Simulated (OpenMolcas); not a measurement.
Mo3+ (d3) in a complex was computed by CASSCF with the d shell active (OpenMolcas, ANO-RCC-VDZP on the metal). Its lowest spin-free states, and all those of the highest spin:

```
2S+1  Degeneracy  E (cm-1)
   4           1       0.0
   2           2     14386
   2           3     14865
   4           3     16602
   2           3     21422
   4           3     23061
   2           1     28129
   2           3     28967
   2           3     30183
   2           2     32123
   2           3     33839
   4           3     37611
```

Is the site octahedral, tetrahedral or cube-like, axial, or of lower symmetry?

The states with 2S+1 = 4 have orbital degeneracies 1, 3, 3, 3. Threefold states need a cubic site. For d3 at this spin an octahedron puts the single A2 below the threefold T2 and a tetrahedron or cube puts the threefold T1 below the threefold T2, so the site is octahedral. The first gap at this spin, 16600 cm-1, is |10Dq| in ligand-field theory. The run had Mo3+ with 6 ligands (oxide) in octahedral coordination (Oh) at 2.07 Å. A charge of +1.5 e stands 2.6 Å behind each ligand. Ligand basis ANO-RCC-VDZP.

Without dynamic correlation the repulsion within the d shell is too large (B by tens of per cent), so at a given field states of lower spin stand too high. The least metal-like active orbital is 76 % on the metal (Löwdin) and no ligand orbital is active, so the numbers are rough. The oxide ions are held by bare point charges, a crude embedding. With metal d orbitals alone the field can be off either way by tens of per cent. Ligand-to-metal charge-transfer states are missing. With no ligand orbital active B as a rule stays too high, so bands that hang on it stand too high and its fall with covalency is understated. No measured value stands beside these numbers; the geometry is a model, was not optimised and need not be the one that this ion takes.
